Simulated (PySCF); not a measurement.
H₅InOSi.
Numbering: `[SiH3:1][O:2][InH2:3]` (hydrogens: H4, H5, H6 on Si1; H7, H8 on In3)

Computed by this run: PBE0-D3(BJ)/def2-SVP geometry optimisation, gas phase, def2 core potentials past Kr in PySCF; density fitting, grid level 1; the optimiser is geomeTRIC in internal coordinates, started from a GFN2-xTB structure with every atom displaced at random (about 0.01 Å).

Step 1: E = -15170.5865 eV
```
atom  x, y, z in Å  |  force x, y, z in eV/Å
Si1    -1.4994   -0.1131    0.1459    0.315   0.098  -0.091
O2      0.0487   -0.2257   -0.3971    0.513   0.060   0.106
In3     2.0321    0.1093   -0.0930   -0.373  -0.077  -0.069
H4     -2.4402   -0.4551   -0.9598   -0.092  -0.044  -0.028
H5     -1.8273    1.2738    0.6091   -0.037   0.045   0.038
H6     -1.7494   -1.0382    1.2940   -0.045  -0.062   0.057
H7      3.0142   -0.6023   -1.3157   -0.135   0.000   0.007
H8      2.4764    1.0321    1.2949   -0.146  -0.021  -0.020
```

Step 2: E = -15170.6071 eV
```
atom  x, y, z in Å  |  force x, y, z in eV/Å
Si1    -1.4701   -0.1090    0.1399    0.034   0.040  -0.005
O2      0.0744   -0.2278   -0.4036   -0.126  -0.030  -0.001
In3     2.0165    0.1077   -0.0851    0.199   0.028  -0.006
H4     -2.4269   -0.4570   -0.9567   -0.007  -0.007   0.011
H5     -1.8018    1.2790    0.6093    0.009  -0.008  -0.001
H6     -1.7243   -1.0366    1.2913   -0.005  -0.009   0.001
H7      2.9637   -0.6084   -1.3211   -0.019  -0.020  -0.024
H8      2.4234    1.0327    1.3043   -0.085   0.005   0.025
```

Problem. Estimate the geometry and energy of step 3. (The exact step hangs on the optimiser's Hessian estimate; all steps are aligned on step 2, rigid shifts and turns removed.)

Solution. E = -15170.6105 eV, largest force 0.167 eV/Å
```
atom  x, y, z in Å  |  force x, y, z in eV/Å
Si1    -1.4641   -0.1071    0.1393    0.007   0.021   0.023
O2      0.0755   -0.2328   -0.4140   -0.097  -0.040  -0.034
In3     2.0180    0.1062   -0.0930    0.166   0.016   0.008
H4     -2.4345   -0.4546   -0.9461    0.005   0.001   0.007
H5     -1.7852    1.2826    0.6105    0.004  -0.004  -0.003
H6     -1.7141   -1.0331    1.2940   -0.002   0.001  -0.006
H7      2.9764   -0.6087   -1.3220   -0.031  -0.003  -0.008
H8      2.3831    1.0283    1.3095   -0.053   0.008   0.015
```

The energy changes by -0.0034 eV. The first-order estimate −F·Δx gives -0.0041 eV and the mean of the old and new forces, exact on a quadratic surface, -0.0033 eV. The step makes an angle of 72° with the force vector and moves no atom by more than 0.041 Å.

The cost below is that of the whole optimisation. Hardware: one thread, Intel Xeon 6975P-C (x86_64), on a shared host. Cost: 21 s, 0.36 GiB resident at most.
